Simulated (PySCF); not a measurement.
$^{15}$N chemical shifts

- σ from GIAO-PBE0/pcSseg-1
- GFN2-xTB geometry
- code: PySCF 2.14.0 with density-fitted response routines
- one conformer, fast rotation and ring inversion assumed for equivalent nuclei, non-relativistic Hamiltonian, no solvent

Shieldings were converted by a linear fit to measured shifts: $^{15}$N (scatter 6.3 ppm rms vs CH3NO2, solution or neat liquid). Occasional misses reach two or three times the rms, and more in compound classes unlike the fitted ones.

Question: Give the $^{15}$N shifts of `N#Cc1cccc(Cl)c1`, `N#Cc1ccc(Cl)cc1`, `N#CCC[P@@H](=S)c1ccsc1`, `C=C(CC)C(=O)N(C)CC`, `CN(C=O)CC1CCCC1`.

Answer: 
```
              compound          environment  δ (ppm)
       N#Cc1cccc(Cl)c1     nitrile nitrogen   -100.8
       N#Cc1ccc(Cl)cc1     nitrile nitrogen   -101.0
N#CCC[P@@H](=S)c1ccsc1     nitrile nitrogen   -114.7
    C=C(CC)C(=O)N(C)CC  amide-type nitrogen   -268.9
       CN(C=O)CC1CCCC1  amide-type nitrogen   -268.8
```
